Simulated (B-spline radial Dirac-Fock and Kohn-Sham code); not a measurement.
## Core-level shifts of lead with charge state

The computed values come from an atomic code on a B-spline grid: Dirac-Fock energy differences between relaxed states, corrected for Breit and QED terms. Each ion is free and in its tabulated ground configuration. Correlation and solid-state effects are left out.

Reference: Pb⁷⁶⁺, [He] 2s2 2p2, with 1s 97260.8 eV. Shifts from it, in eV (a dash: the subshell is empty, belongs to an open shell averaged over j, or its hole state is left out as unreliable):

```csv
ion,configuration,1s
Pb⁷⁷⁺,[He] 2s2 2p1,+575.5
Pb⁷⁸⁺,[He] 2s2,+1156.5
Pb⁸⁰⁺,1s2,+2225.1
Pb⁸¹⁺,1s1,?
```

Question: Give the missing shifts for Pb⁸¹⁺.

Answer: 1s +4075.4 (eV).
